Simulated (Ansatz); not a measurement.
`CC[SiH2][GaH2]` + `N[SiH3]` → `[SiH3]N[SiH2][GaH2]` + ethane at 700 K and 1 bar (ligand exchange at the Si–C bond).

Program: Ansatz. Geometries: PBE0-D4/def2-TZVP. ΔE: electronic, gas phase. CCSD(T)/CBS is the MP2 limit (def2-TZVPP, def2-QZVPP) plus CCSD(T) − MP2 in def2-TZVPP, frozen cores. This one scheme is used for every species. For Ga outer-core shells are correlated without core-valence functions, which leaves a few kJ/mol of doubt a bond. Scalar relativity is left out up to krypton. One conformer a species, not always the lowest.

```csv
species,CCSD(T)/CBS energy (Eh),H − E (kJ/mol),S (J/(mol·K))
`CC[SiH2][GaH2]`,-2294.52539,341.5,513.5
`N[SiH3]`,-346.80422,180.7,336.3
`[SiH3]N[SiH2][GaH2]`,-2561.63827,283.8,529.6
`CC`,-79.71954,238.1,289.3
```

H − E and S are ideal-gas, rigid-rotor, harmonic terms from PBE0-D4/def2-TZVP, for one conformer and one mirror image of each species. 1 Eh = 2625.50 kJ/mol, R = 8.31446 J/(mol·K).

Task: By hand: ΔE, ΔH, ΔS and ΔG.

Result: ΔE = (-2561.63827) + (-79.71954) − (-2294.52539) − (-346.80422) = -0.02820 Eh = -74.0 kJ/mol. Δ(H − E) = 283.8 + 238.1 − 341.5 − 180.7 = -0.3, so ΔH = -74.3 kJ/mol. ΔS = 529.6 + 289.3 − 513.5 − 336.3 = -30.9 J/(mol·K). ΔG = -74.3 − 700 × (-30.9)/1000 = -52.7 kJ/mol.

Task: By hand: the equilibrium constant, and the temperature at which ΔG would vanish if ΔH and ΔS stayed fixed.

Result: log₁₀ K = −ΔG/(RT ln 10) = 3.9. ΔG = 0 at ΔH/ΔS = 2405 K.

ΔH outweighs TΔS. A doubt of 5 kJ/mol in ΔE shifts log₁₀ K by 0.4 here. Other conformers and mirror images would add mixing entropy, several J/(mol·K) or more a flexible species. Modes under 60 cm⁻¹, often nearly free rotors, make the harmonic entropy too high. These are equilibria of isolated gas molecules and say nothing of rates. Largest T1 diagnostic: 0.013 (customary marks: 0.02 for closed shells, 0.045 for open ones).
